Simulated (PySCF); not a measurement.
Isomers of C5H6ClFO2, one GFN2-xTB conformer each. Single-point energies are computed at PBE0/pcSseg-1 (PySCF, gas phase, no added dispersion term), electronic only.

```tsv
SMILES	GFN2-xTB relative energy (kJ/mol)
O=C(O)/C(=C/Cl)CCF	0.0
CO[C@]1(F)COC=C1Cl	16.0
CO[C@@]1(C(=O)Cl)C[C@@H]1F	73.0
```

Conformers: `[O:1]=[C:2]([OH:3])/[C:4](=[CH:5]/[Cl:6])[CH2:7][CH2:8][F:9]` with O1–C2–O3–H 0°, O1–C2–C4–C5 0°, C2–C4–C7–C8 75°, C4–C7–C8–F9 64°; `[CH3:1][O:2][C@:3]1([F:4])[CH2:5][O:6][CH:7]=[C:8]1[Cl:9]` with C1–O2–C3–F4 -61°; `[CH3:1][O:2][C@@:3]1([C:4](=[O:5])[Cl:6])[CH2:7][C@@H:8]1[F:9]` with C1–O2–C3–C4 -76°, O2–C3–C4–O5 163°.

**Question.** What does PBE0/pcSseg-1 give for the same structures?

**Answer.** 
| SMILES | PBE0/pcSseg-1 E (Eh) | PBE0/pcSseg-1 (kJ/mol) | GFN2-xTB (kJ/mol) | point group |
| --- | --- | --- | --- | --- |
| O=C(O)/C(=C/Cl)CCF | -903.93604 | 0.0 | 0.0 | C1 |
| CO[C@]1(F)COC=C1Cl | -903.89067 | 119.1 | 16.0 | C1 |
| CO[C@@]1(C(=O)Cl)C[C@@H]1F | -903.88615 | 131.0 | 73.0 | C1 |

Both levels put the same isomer lowest; measured from each level's own lowest isomer, the values differ by up to 103.1 kJ/mol (CO[C@]1(F)COC=C1Cl: 16.0 against 119.1). As drawn, the lowest has an O–H bond, a C(=O)–O unit and a C=C bond outside aromatic rings, which the highest lacks; the highest has a three-membered ring, which the lowest lacks.

**Question.** Which frontier levels, dipoles and rotational constants go with these structures?

**Answer.** 
```
                    SMILES  HOMO (eV, PBE0/pcSseg-1)  LUMO (eV)  dipole (D)      A, B, C (MHz)
        O=C(O)/C(=C/Cl)CCF                     -7.71      -1.67        2.82  1571, 1069, 718.9
        CO[C@]1(F)COC=C1Cl                     -6.77      -0.09        0.95  1650, 1471, 963.3
CO[C@@]1(C(=O)Cl)C[C@@H]1F                     -8.11      -1.29        4.09  1731, 1280, 908.2
```
